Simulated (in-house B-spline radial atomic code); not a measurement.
# Binding energies in the neodymium ion Nd⁸⁺

NIST's tabulated ground configuration is [Kr] 4d10 4f2 5s2 5p2; each binding energy is the energy of the ion with one electron taken from that subshell, relaxed, less that of the parent. All numbers are computed (Dirac-Hartree-Fock, average of configuration; Fermi nucleus of rms radius 4.9123 fm) with a B-spline radial code for spherical atoms, not measured. Energies include first-order Breit, QED and recoil terms.

```csv
subshell,X-ray name,binding energy (eV),-ε (eV),relaxation (eV)
1s,K,43702.6,43945.4,68.4
2s,L1,7267.6,7322.8,35.7
3s,M1,1715.4,1734.0,15.0
3d3/2,M4,1136.3,1154.2,16.8
3d5/2,M5,1114.4,1131.5,16.5
4s,N1,457.3,462.3,4.2
4d3/2,N4,252.3,255.8,3.4
4d5/2,N5,248.2,251.5,3.3
5s,O1,149,149.6,0.4
5p,"O2,3",126.5,126.9,0.3
4f,"N6,7",125.5,127.7,2.3
```

Relaxation = -ε minus the binding energy without Breit, QED and recoil terms.

(1) What does it cost to remove both a 4s and a 4d5/2 electron?

(2) What does it cost to remove both a 3d5/2 and a 5s electron?

(3) What does it cost to remove both a 2s and a 4d3/2 electron?

Results:

(1) 734.3 eV, which is 28.78 eV more than the two single binding energies together.

(2) 1284.6 eV, which is 21.15 eV more than the two single binding energies together.

(3) 7555.5 eV, which is 35.63 eV more than the two single binding energies together.
